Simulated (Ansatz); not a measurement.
Basis-set extrapolation for `O[SiH](F)O[SiH2]F` (PBE0-D4/def2-TZVP geometry, frozen core, Ansatz). Multiplicity 1, RHF reference.

```json
{"": "HF", "def2-TZVPP": "-929.300686", "def2-QZVPP": "-929.337818"}
{"": "MP2 correlation", "def2-TZVPP": "-1.202751", "def2-QZVPP": "-1.310220"}
{"": "CCSD(T) correlation", "def2-TZVPP": "-1.265077", "def2-QZVPP": "not run"}
```

Energies in hartree. Use E(X) = E(∞) + A·exp(−7.88·√X) for Hartree–Fock and E(X) = E(∞) + B·X^(−2.97) for correlation, with X = 3 and 4, and add CCSD(T) minus MP2 of the smaller set to the MP2 limit.

Question: What is the CCSD(T) energy at the basis-set limit?

Answer: HF limit: -929.337818 + (-0.037132) × 0.13774 = -929.34293. MP2 limit: -1.310220 + (-0.107469) × 0.74074 = -1.38983. Higher-order term: -1.265077 − (-1.202751) = -0.06233. Total: -930.79509 hartree, 602.1 kJ/mol below CCSD(T)/def2-TZVPP.
